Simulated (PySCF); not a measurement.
Species: C6H4BrF.
Structure used (PBE0-D3(BJ)/def2-SVP), in Å, numbered top down from 1:
```xyz
12
C6H4BrF angstrom
F     -1.859   -2.147   -0.115
C     -0.812   -1.327   -0.154
C      0.470   -1.861   -0.179
C      1.554   -0.987   -0.220
C      1.365    0.393   -0.236
C      0.063    0.893   -0.210
Br    -0.215    2.758   -0.232
C     -1.041    0.044   -0.170
H      0.601   -2.944   -0.166
H      2.570   -1.389   -0.240
H      2.214    1.076   -0.268
H     -2.062    0.427   -0.149
```

Computed with TDDFT PBE0/def2-SVPD, vertical, gas phase, core orbitals frozen in the response (PySCF 2.14.0, density-fitted response routines). The PBE0/def2-SVPD calculation is non-relativistic and has no spin–orbit coupling, an omission that weighs most on bromine.

Excitation energies and transition dipoles (atomic units, axes of the coordinates) of those of the lowest 10 singlets that add 0.02 au or more to the mean polarisability:

| state | ΔE (hartree) | μx | μy | μz |
| --- | --- | --- | --- | --- |
| S1 | 0.1911 | -0.057 | 0.383 | -0.004 |
| S3 | 0.2114 | -0.134 | 0.930 | -0.011 |
| S6 | 0.2365 | 1.105 | -0.113 | -0.026 |
| S7 | 0.2450 | -0.088 | 1.610 | -0.022 |
| S8 | 0.2463 | -0.195 | -0.093 | 0.006 |
| S10 | 0.2589 | -0.008 | -0.004 | -0.298 |

What does each state add to αxx, αyy and αzz, and how do the sums compare with the full static tensor?

Each state adds 2 μα² / ΔE.

| state | αxx (au) | αyy (au) | αzz (au) |
| --- | --- | --- | --- |
| S1 | 0.03 | 1.53 | 0.00 |
| S3 | 0.17 | 8.19 | 0.00 |
| S6 | 10.32 | 0.11 | 0.01 |
| S7 | 0.06 | 21.16 | 0.00 |
| S8 | 0.31 | 0.07 | 0.00 |
| S10 | 0.00 | 0.00 | 0.69 |
| all 10 states | 10.9 | 31.1 | 0.8 |
| full response | 93.0 | 122.9 | 55.4 |
| share (%) | 12 | 25 | 1 |

The rest comes from the higher roots of the same response equations.

Give the full tensor and its principal values.

In au, rows and columns x, y, z:
```
x    93.0  -3.4  -0.9
y    -3.4 122.9  -0.9
z    -0.9  -0.9  55.4
```
Principal values 55.4, 92.6 and 123.3 au; mean 90.4 au (13.40 Å³).

By how much does the contribution of these states grow at 589.3 nm?

With ω = 0.0773 hartree each state's term in the mean polarisability goes from f / ΔE² to f / (ΔE² − ω²), f = (2/3) ΔE |μ|²; the sum over all 10 states goes from 14.25 to 16.02 au, a rise of 1.77 au.

The run took 2.9 min of wall time on one thread of an Arm Neoverse V1, no GPU, shared host.
